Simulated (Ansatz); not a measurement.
Species: C5H10N (charge 0, doublet). It need not be the lowest isomer of its formula. SMILES: NC1[CH]CCC1
Structure (B3LYP-D3(BJ)/def2-TZVP (Ansatz, a quantum-chemistry and plane-wave program) minimum search):
```
C
H 1 1.1080
N 1 1.4703 2 111.08
H 3 1.0142 1 110.12 2 66.33
H 3 1.0151 4 106.52 1 119.25
C 1 1.4939 2 108.83 3 125.16
H 6 1.0817 1 123.44 2 -78.97
C 6 1.4900 7 124.55 1 177.88
H 8 1.0946 6 113.54 7 47.91
H 8 1.1009 9 105.78 6 121.76
C 1 1.5403 2 108.16 6 111.24
H 11 1.0913 1 112.92 2 38.25
H 11 1.0928 12 108.10 1 -118.99
C 11 1.5336 12 113.24 13 -122.66
H 14 1.0902 11 112.91 12 76.82
H 14 1.0931 15 107.43 11 121.56
```
Charge 0, spin multiplicity 2.

Quantity: atomisation energy (electronic, to ground-state atoms), in eV. Cores are frozen in the correlated levels unless marked. UHF or UKS for open shells. Spin-orbit coupling is left out. Non-relativistic. The coupled-cluster limit lacks core correlation, which all-electron functionals hold. CBS(X,Y): correlation extrapolated as X^-3; Hartree-Fock from the larger set. The bracket is a focal-point correction in the basis named.

```json
[
 {"level": "HF/STO-3G", "program": "Ansatz", "atomisation energy (eV)": "59.55", "minus last row": "-6.60"},
 {"level": "SVWN5/def2-TZVPD", "program": "Ansatz", "atomisation energy (eV)": "75.95", "minus last row": "9.80"},
 {"level": "PBE0-D3(BJ)/def2-TZVP", "program": "Ansatz + dftd3", "atomisation energy (eV)": "66.98", "minus last row": "0.83"},
 {"level": "PBE0-D4/def2-TZVPD", "program": "Ansatz + dftd4", "atomisation energy (eV)": "67.00", "minus last row": "0.85"},
 {"level": "CCSD(T)/cc-pVDZ", "program": "Ansatz", "atomisation energy (eV)": "61.28", "minus last row": "-4.87"},
 {"level": "CCSD(T)/cc-pwCVTZ", "program": "Ansatz", "atomisation energy (eV)": "64.56", "minus last row": "-1.59"},
 {"level": "RI-MP2/CBS(cc-pVTZ,cc-pVQZ)+[CCSD(T)-MP2]/cc-pVTZ", "program": "Ansatz", "atomisation energy (eV)": "66.15", "minus last row": "0.00"}
]
```
